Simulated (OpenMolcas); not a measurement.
# Ti2+ in a point-charge field

Ti2+ among 6 point charges of -1.6 e arranged as an octahedron (Oh), 1.75 Å from the ion.

```yaml
Program: OpenMolcas
Method: CASSCF
Basis: ANO-RCC-VDZP [5s4p2d1f]
Scalar_Hamiltonian: DKH2, point nucleus
Active_space: 2 electrons in 5 orbitals (3d)
State_averaging: 2S+1 = 3 even, 10 roots; 2S+1 = 1 even, 15 roots
Spin-orbit_coupling: RASSI with atomic mean-field integrals over the reference wave functions
```

The lowest spin-free states (labels of O, the rotations of Oh), above the lowest:

```csv
State,Degeneracy,E (cm-1),Free-ion L (%)
3T1,3,0.0,F (91)
1T2,3,9437,D (55)
1E,2,9593,G (52)
3T2,3,16522,F (100)
1A1,1,20610,G (62)
3T1,3,26453,P (91)
1T2,3,28473,G (55)
1T1,3,31213,G (100)
3A2,1,38502,F (100)
1E,2,52388,D (52)
1A1,1,68341,S (62)
```

The lowest levels with spin-orbit coupling:

```tsv
E (cm-1)	Degeneracy	Label	2S+1
0.0	2	E	3
1.1	3	T2	3
118.4	3	T1	3
176.8	1	A1	3
9495	3	T2	1
9653	2	E	1
16540	1	A2	3
16564	3	T2	3
16605	3	T1	3
16605	2	E	3
20669	1	A1	1
26442	1	A1	3
26477	3	T1	3
26550	3	T2	3
26552	2	E	3
28535	3	T2	1
31275	3	T1	1
38565	3	T2	3
52450	2	E	1
68403	1	A1	1
```

Powder χT (cm3 K/mol): 0.107 at 2 K, 0.175 at 10 K, 0.486 at 50 K, 0.781 at 100 K, 1.06 at 200 K, 1.18 at 300 K. The effective moment at 300 K is 2.828 √(χT) = 3.07 μB.

The lowest level has 2S+1 = 3, for which the spin-only value is χT = S(S+1) / 2 = 1.000 cm3 K/mol (g = 2). The computed 1.177 at 300 K differs by +0.177, through orbital momentum, spin-orbit coupling and any other state in reach. With a threefold ground state the orbital momentum is unquenched, so the spin-only value is not expected to hold.

A least-squares ligand-field fit to the states below 45000 cm-1, each weighted by its degeneracy and with a free common offset, gives 10Dq = 19386 cm-1, B = 695 cm-1 and C = 2595 cm-1 (C/B = 3.73), with an rms deviation of 547 cm-1.

An orbital triplet at a regular site is open to Jahn-Teller coupling, which can distort the site and quench the lowest spin-orbit gaps and is left out. Without dynamic correlation the repulsion within the d shell is too large (B by tens of per cent), so at a given field states of lower spin stand too high. Point charges carry no covalency, so the field is a model and not that of real ligands. No measured value stands beside these numbers.
